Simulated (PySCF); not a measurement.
Species: C3H8N2OSi.
Numbering: `[O:1]=[CH:2][N:3]1[CH2:4][CH2:5][NH:6][SiH2:7]1` (hydrogens: H8 on C2; H9, H10 on C4; H11, H12 on C5; H13 on N6; H14, H15 on Si7)

The calculation used core-valence-separated Tamm–Dancoff BHandHLYP/aug-pcX-1 (pcseg-1 on H, def2-SVPD on Si) in PySCF, non-relativistic, gas phase, PBE0-D3(BJ)/def2-SVP geometry.

Computed oxygen K-edge spectrum, Gaussian lines of 0.3 eV full width, highest printed point 100; it ends one width below the last computed root. Absolute energies from this functional tend to lie a few eV below measured edges; no shift was applied.

photon energy (eV), absorption and a bar:
```
    529.0          3 #
    529.1         19 ######
    529.2         59 ##################
    529.3        100 ##############################
    529.4         91 ###########################
    529.5         45 #############
    529.6         12 ####
    529.7          2 #
    529.8          0 
    529.9          0 
    530.0          0 
    530.1          0 
    530.2          0 
    530.3          0 
    530.4          0 
    530.5          0 
    530.6          0 
    530.7          0 
    530.8          0 
    530.9          0 
    531.0          0 
    531.1          0 
    531.2          0 
    531.3          0 
    531.4          0 
    531.5          0 
    531.6          0 
    531.7          0 
    531.8          0 
    531.9          0 
    532.0          0 
    532.1          0 
    532.2          0 
    532.3          0 
    532.4          0 
    532.5          0 
    532.6          0 
    532.7          0 
    532.8          0 
    532.9          2 #
    533.0          5 #
    533.1          7 ##
    533.2          6 ##
    533.3          3 #
    533.4          2 
    533.5          1 
    533.6          1 
    533.7          2 #
    533.8          5 ##
    533.9          9 ###
    534.0          8 ###
    534.1          5 #
    534.2          2
```

Task: Assign the maxima to core holes.

Result: 3 maxima:
- 529.3 eV: O1 (amide oxygen), 529.34 eV, f = 0.042, 1s→π*, 100 % of the height at the exact maximum
- 533.1 eV: O1 (amide oxygen), 533.12 eV, f = 0.003, 99 % of the height at the exact maximum
- 533.9 eV: O1 (amide oxygen), 533.95 eV, f = 0.004, 93 % of the height at the exact maximum

Roots within 0.03 eV on the same or equivalent atoms count as one line; shares under 12 % aren't listed.

Vibrational structure and lifetime widths aren't in the curve. The ionisation threshold wasn't computed; near and above it a finite basis only mimics Rydberg series and continuum.

Time: 32 s wall; peak memory 1.0 GiB. Hardware: an Arm Neoverse V1 with one thread, shared host.

One conformer stands for the species.
